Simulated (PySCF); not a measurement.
Ar⁺ (argon, charge +1) across methods

[Ne] 3s1 3p6, 2S determinant (an excited configuration). Calculation: PySCF 2.14, in aug-cc-pCVQZ-DK (10s9p7d5f3g, 134 functions); the spin-free X2C one-electron Hamiltonian (Gaussian nucleus).

```
 method  E (hartree)  mean ε 3s α (eV)  mean ε 3p α (eV)  mean ε 3p β (eV)  Σ⟨r²⟩ (bohr²)   ⟨S²⟩
 M06-2X    -528.2131           -43.574           -26.851           -24.772          20.57  0.753
    LDA    -526.6310           -37.828           -23.250           -22.195          20.54  0.751
   PBE0    -528.0549           -41.209           -25.190           -23.386          20.51  0.752
    PBE    -528.0553           -37.948           -23.214           -22.063          20.51  0.751
wB97M-V    -528.1768           -43.603           -27.443           -25.925          20.63  0.751
  B3LYP    -528.2434           -40.526           -24.793           -23.152          20.58  0.752
 r2SCAN    -528.1831           -39.355           -23.878           -22.305          20.48  0.753
```

Task: Estimate the same row for UHF.

Result: E (hartree) = -527.40181; mean ε 3s α (eV) = -50.053; mean ε 3p α (eV) = -30.191; mean ε 3p β (eV) = -26.030; Σ⟨r²⟩ (bohr²) = 20.83; ⟨S²⟩ = 0.760.
